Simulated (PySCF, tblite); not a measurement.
Compound: C₄H₆F₄.
Numbering: `[F:1][CH2:2][C@@H:3]([F:4])[C@H:5]([F:6])[CH2:7][F:8]` (hydrogens: H9, H10 on C2; H11 on C3; H12 on C5; H13, H14 on C7)

Cartesian coordinates in Å at the GFN2-xTB level; atoms count from 1:
```
atom  x, y, z in Å
F1     1.2599   -0.4347    1.5508
C2     1.4037    0.4998    0.5561
C3     0.7344    0.0354   -0.7362
F4     1.5933   -0.8016   -1.4109
C5    -0.5827   -0.7114   -0.4892
F6    -1.2055   -0.9129   -1.6997
C7    -1.5284    0.0503    0.4379
F8    -1.4767    1.4002    0.1950
H9     0.9552    1.4284    0.9176
H10    2.4765    0.6294    0.3882
H11    0.5584    0.8945   -1.3950
H12   -0.3761   -1.7072   -0.0785
H13   -2.5581   -0.2704    0.2567
H14   -1.2547   -0.1003    1.4851
```

The calculation used CAM-B3LYP/def2-SVPD in PySCF (dipole) on a GFN2-xTB geometry, gas phase.

Masses are those of the commonest isotopes; rigid-rotor values at the optimised geometry. The values belong to one conformer with, in the numbering `[F:1][CH2:2][C@@H:3]([F:4])[C@H:5]([F:6])[CH2:7][F:8]`, F1–C2–C3–F4 -83°, C2–C3–C5–F6 171°, C3–C5–C7–F8 38°.

(1) What are A, B and C (MHz)?

(2) What kind of rotor is it?

(3) Is it planar, by Δ = Ic − Ia − Ib?

(4) List the rotational levels J(Ka,Kc) to J = 5 (cm⁻¹).

(5) Which lines would a microwave search look for?

(6) Estimate the classical rotational partition function at 25 K, 200 K and 298.15 K.

Results:

(1) Ia = 225.61, Ib = 284.62, Ic = 413.74 u·Å²; 505379 MHz·u·Å²/I gives A = 2240, B = 1776, C = 1221 MHz.

(2) An asymmetric top. Ray's parameter κ = (2B − A − C)/(A − C) = 0.088; −1 is the prolate and +1 the oblate limit.

(3) Not planar: Δ = Ic − Ia − Ib = -96.50 u·Å². For a rigid frame Δ = −2 Σ m c², so Σ m c² = 48.25 u·Å² lies off the ab plane: 8.72 from hydrogen and 39.53 from heavier atoms. The atom farthest from that plane is 1.53 Å away.

(4) Above 0(0,0):
J = 1: 1(0,1) 0.1000, 1(1,1) 0.1155, 1(1,0) 0.1339
J = 2: 2(0,2) 0.2905, 2(1,2) 0.2969, 2(1,1) 0.3524, 2(2,1) 0.3988, 2(2,0) 0.4083
J = 3: 3(0,3) 0.5623, 3(1,3) 0.5642, 3(1,2) 0.6715, 3(2,2) 0.6988, 3(2,1) 0.7363, 3(3,1) 0.8274, 3(3,0) 0.8309
J = 4: 4(0,4) 0.9141, 4(1,4) 0.9146, 4(1,3) 1.0793, 4(2,3) 1.0908, 4(2,2) 1.1753, 4(3,2) 1.2398, 4(3,1) 1.2599, 4(4,1) 1.4033, 4(4,0) 1.4044
J = 5: 5(0,5) 1.3469, 5(1,5) 1.3469, 5(1,4) 1.5665, 5(2,4) 1.5702, 5(2,3) 1.7145, 5(3,3) 1.7510, 5(3,2) 1.8084, 5(4,2) 1.9237, 5(4,1) 1.9321, 5(5,1) 2.1279, 5(5,0) 2.1282

(5) The dipole components are |μa| = 0.00 D, |μb| = 1.84 D, |μc| = 0.00 D; the symmetry axis of this C2 structure is b, so μa and μc vanish by symmetry and there are no a-type or c-type lines. Some lines, for components of 0.1 D or more:

```tsv
type	branch	J(Ka,Kc)	MHz	lower level (cm⁻¹)
b	Q	2(2,0) ← 2(1,1)	1677	0.352
b	Q	3(2,1) ← 3(1,2)	1942	0.672
b	Q	4(3,1) ← 4(2,2)	2536	1.175
b	Q	3(3,0) ← 3(2,1)	2836	0.736
b	Q	4(2,2) ← 4(1,3)	2880	1.079
b	Q	3(1,2) ← 3(0,3)	3275	0.562
b	R	1(1,1) ← 0(0,0)	3462	0.000
b	Q	3(3,1) ← 3(2,2)	3856	0.699
b	Q	4(4,0) ← 4(3,1)	4330	1.260
b	Q	4(4,1) ← 4(3,2)	4901	1.240
b	R	2(0,2) ← 1(1,1)	5246	0.115
b	R	3(0,3) ← 2(1,2)	7955	0.297
b	R	2(2,0) ← 1(1,1)	8779	0.115
b	R	3(2,2) ← 2(1,1)	10385	0.352
b	R	4(2,2) ← 3(3,1)	10431	0.827
b	R	3(3,1) ← 2(2,0)	12564	0.408
b	R	4(2,3) ← 3(1,2)	12570	0.672
b	R	3(3,0) ← 2(2,1)	12953	0.399
b	R	3(2,1) ← 2(1,2)	13173	0.297
b	R	4(3,2) ← 3(2,1)	15094	0.736
b	R	4(2,2) ← 3(1,3)	18323	0.564
```

(6) Point group C2, symmetry number σ = 2; q = (√π/σ)·√((kT/h)³/(ABC)), k/h = 20836.6 MHz/K: 4780 at 25 K, 108000 at 200 K, 197000 at 298.15 K.

Its GFN2-xTB frequencies are all real (lowest 69 cm⁻¹). Constants of a rigid frame at the computed geometry: no zero-point averaging, no centrifugal distortion.
